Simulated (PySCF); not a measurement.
C₄H₆BFO, SMILES CB1CO/C1=C\F. Heavy atoms are numbered as in [CH3:1][B:2]1[CH2:3][O:4]/[C:5]1=[CH:6]\[F:7]. Hydrogens are named by the atom that carries them.

Coordinates come from a B3LYP-D3(BJ)/def2-SVP optimisation. The structure was generated by enumeration; whether it is a known compound was not checked.

Level of theory: PySCF with KT2/pcSseg-1.

GIAO shieldings, no solvent; atoms alike by connectivity are averaged. δ = σ(ref) − σ: ¹³C against TMS (σ = 185.1 ppm); ¹¹B against BF3 (σ = 89.8 ppm); ¹⁷O against H2O (σ = 330.4 ppm); ¹⁹F against CFCl3 (σ = 127.1 ppm); ¹H against TMS (σ = 31.47 ppm), references at their B3LYP-D3(BJ)/def2-TZVP geometries, non-relativistic.

```csv
atoms,nucleus,count,δ (ppm)
C5,¹³C,1,?
C6 (CH),¹³C,1,?
C3 (CH2),¹³C,1,?
C1 (CH3),¹³C,1,?
B2,¹¹B,1,63.1
O4,¹⁷O,1,134.5
F7,¹⁹F,1,-159.5
H on C6,¹H,1,6.94
H on C3,¹H,2,4.92
H on C1,¹H,3,?
```

Q: What belongs in the gaps? (An estimate is asked for; the answer gives what the named calculation found.)

A: 
- C1 (CH3), δ (ppm): 7.2
- H on C1, δ (ppm): 1.30
- C3 (CH2), δ (ppm): 82.3
- C5, δ (ppm): 156.5
- C6 (CH), δ (ppm): 138.9
